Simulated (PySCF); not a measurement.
## How methods differ on the ionisation energy of Zn

Zn [Ar] 3d10 4s2 (1S) → Zn+ [Ar] 3d10 4s1 (2S), as a difference of total energies. Calculation: PySCF 2.14, in 6-31G* (5s4p2d1f, 34 functions); the non-relativistic Hamiltonian (point nucleus). Correlated levels: valence: [Ar] frozen. The calculations carry no spin-orbit coupling.

Q: Order these methods by the ionisation energy they give, lowest first.
A. CCSD (valence)
B. CCSD(T) (valence)
C. UHF
D. MP2 (valence)

A: C (7.401 eV), D (8.231 eV), A (8.445 eV), B (8.484 eV).

These non-relativistic numbers lack the scalar-relativistic shift.

Errors of the correlated levels include the incompleteness of this basis and the frozen core.

For comparison: 9.394 eV (measured; NIST Atomic Spectra Database, ionization energies).
